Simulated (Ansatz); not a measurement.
The same redistribution along the group O, S, Se.

Calculated with Ansatz (gas phase, PBE0-D4/def2-TZVP geometries, no zero-point term in ΔE). CCSD(T)/CBS adds triple-zeta CCSD(T) − MP2 to the extrapolated MP2 energy (def2 sets, frozen cores). This one scheme is used for every species. DFT in def2-TZVPP. def2 core potentials past Kr. For Br, In, Se outer-core shells are correlated without core-valence functions, which leaves a few kJ/mol of doubt a bond. Scalar relativity is left out up to krypton. Each species was taken in one conformer, which may not be the lowest.

```
                                                                         reaction  CCSD(T)/CBS(def2) (kJ/mol)
  `C[O][AlH][F]` + `[CH3][In]([Cl])[Br]` → `C[O][Al]([F])[Cl]` + `[CH3][InH][Br]`                           ?
  `C[S][AlH][F]` + `[CH3][In]([Cl])[Br]` → `C[S][Al]([F])[Cl]` + `[CH3][InH][Br]`                         -35
`C[Se][AlH][F]` + `[CH3][In]([Cl])[Br]` → `C[Se][Al]([F])[Cl]` + `[CH3][InH][Br]`                         -37
```

Fill in the missing values. (An estimate is asked.)

The calculation gave: `C[O][AlH][F]` + `[CH3][In]([Cl])[Br]` → `C[O][Al]([F])[Cl]` + `[CH3][InH][Br]`: -30.1 kJ/mol.

Largest T1 diagnostic: 0.013, for `C[O][AlH][F]`.
